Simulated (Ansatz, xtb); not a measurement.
# Relaxing a trial structure of GeH7PSi

The starting geometry of this gas-phase singlet has its atoms placed at random.

```tsv
atom	x (Å)	y (Å)	z (Å)
Ge	0.5260	-0.0734	-0.9987
P	0.0226	-1.3127	1.6347
Si	-0.6554	1.1322	0.8553
H	1.9306	0.3150	-1.2711
H	0.6890	-1.7412	-1.6824
H	-0.1710	-0.2288	0.6012
H	-0.3180	-1.2460	-2.2618
H	0.0304	1.1103	-0.8750
H	-1.2012	-0.4054	-0.4075
H	1.6466	-0.7524	1.8454
```

Q: Guess where an optimisation with r2SCAN-D4/def2-SVP ends from this start.

A: It ends as a structure with H8 bridging Ge1 and Si3, given below by its coordinates. Distances that change by over a tenth: Ge1–H5 (1.81 → 1.52 Å), Ge1–H8 (1.29 → 1.65 Å). Contacts that open: Ge1–Si3 (2.51 → 3.02 Å), Ge1–H6 (1.75 → 3.06 Å), Ge1–H9 (1.86 → 3.06 Å), Si3–H6 (1.47 → 3.01 Å). Contacts that close: Ge1–H7 (1.92 → 1.54 Å), P2–Si3 (2.65 → 2.29 Å), P2–H10 (1.73 → 1.43 Å), Si3–H8 (1.86 → 1.73 Å), Si3–H9 (2.06 → 1.52 Å).

The energy falls by 10.97 eV over 34 steps:

| step | E − E(last) (eV) |
| --- | --- |
| 1 | 10.973 |
| 5 | 2.644 |
| 8 | 0.806 |
| 12 | 0.100 |
| 16 | 0.021 |
| 19 | 0.021 |
| 23 | 0.020 |
| 27 | 0.010 |
| 30 | 0.003 |
| 34 | 0.000 |

Final geometry (Å):

```xyz
10

Ge    0.5637   -0.2950   -1.6765
P     0.3104   -0.7291    1.9417
Si   -0.9834    0.7069    0.7122
H     2.0247   -0.2309   -1.2299
H    -0.0359   -1.6883   -1.5266
H     0.7571   -1.7296    1.0228
H     0.3778    0.2434   -3.1035
H    -0.1603    0.8942   -0.7973
H    -1.8827   -0.3882    0.1517
H     1.5281    0.0142    1.9456
```

From the same start GFN2-xTB ends elsewhere, in pieces: H3PSi + GeH4.

From so rough a start the end depends on the optimiser's path, so another program may land elsewhere. The end wasn't checked by frequencies. Run with Ansatz 0.2.0, 49 s on 2 threads of Intel(R) Xeon(R) 6975P-C (Granite Rapids), on a shared host.
